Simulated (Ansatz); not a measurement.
Cost and result up the ladder for the cluster Pt₃H₄ (7 atoms). The state is a singlet with charge 0. Geometry: PBE0-D4/def2-TZVP.

```xyz
7

Pt   -1.7313    1.1050   -0.3858
Pt    0.9696    0.8687   -0.0511
Pt   -0.3842   -0.9546    0.7997
H     0.6770   -2.0208    1.2163
H    -0.3590    1.1728   -1.2406
H     2.4264    0.3357    0.1223
H    -1.5986   -0.5068   -0.4608
```

Ansatz on 4 threads of Arm Neoverse V1 on a shared host. Times are rough, and most runs start from the orbitals of an earlier one. No level here is sound enough to serve as a yardstick. Binding counts from free atoms at the same level (Pt triplet, H doublet; other spins of the atoms weren't run), without zero-point energy or a counterpoise term.

In the def2 sets Pt takes a core potential; there is no spin–orbit coupling. No other spin state of charge 0 was run. Another isomer (singlet) lies 0.23 eV lower at PBE0-D4/def2-TZVP; other spin states weren't run for this one.

Run but left out: BHLYP-D4/def2-TZVP (restricted singlet, unstable in another Hartree–Fock run and untested here); CCSD(T)/def2-TZVP (restricted singlet, unstable towards broken spin symmetry).

```csv
level,functions,binding energy per atom (eV),remarks
r2SCAN-D4/def2-TZVP,144,2.74,restricted SCF unstable in HF
PBE0-D4/def2-TZVP,144,2.53,restricted SCF unstable in HF
PBE-D4/def2-TZVP (with forces),144,2.75,restricted SCF unstable in HF
ωB97M-V/def2-TZVP,144,2.45,restricted SCF unstable in HF
```

Question: Estimate how long each takes.

Answer: PBE-D4/def2-TZVP (with forces) 2.3 s; PBE0-D4/def2-TZVP 2.7 s; r2SCAN-D4/def2-TZVP 3.8 s; ωB97M-V/def2-TZVP 10 s. On shared hardware such times vary by a factor of up to 3.
